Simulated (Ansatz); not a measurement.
The cluster Pb₂O, relaxed as a singlet with RKS PBE0-D4/def2-TZVP in Ansatz, starting from the GFN1-xTB geometry. Force threshold 0.02 eV/Å.

In the def2 sets Pb takes a core potential; there is no spin–orbit coupling. The structure comes from a short search, and lower isomers may exist.

Start:

```tsv
atom	x (Å)	y (Å)	z (Å)
Pb1	-0.400	0.059	-1.541
Pb2	-0.197	-0.878	1.314
O3	0.597	0.820	0.227
```

| step | energy (eV) | largest force component (eV/Å) | SCF passes |
| --- | --- | --- | --- |
| 1 | -12543.0106 | 0.996 | 21 |
| 2 (rejected) | -12542.9290 | 1.638 | 29 |
| 3 | -12543.0499 | 0.138 | 24 |
| 4 | -12543.0520 | 0.023 | 24 |
| 5 | -12543.0521 | 0.001 | 25 |

Force components are those of the run's own axes.

End:

Cartesian coordinates in Å:
```
Pb -0.388 0.066 -1.518
Pb -0.188 -0.858 1.299
O 0.577 0.792 0.219
```

By distances, no bond broke or formed. The bond that changes most is Pb1–O3, from 2.17 to 2.12 Å (atoms count from 1).

No frequencies were taken in this run, so the end may be a saddle point.

Hardware: 4 threads of Arm Neoverse V2 on a shared host. Wall time 4.9 s.
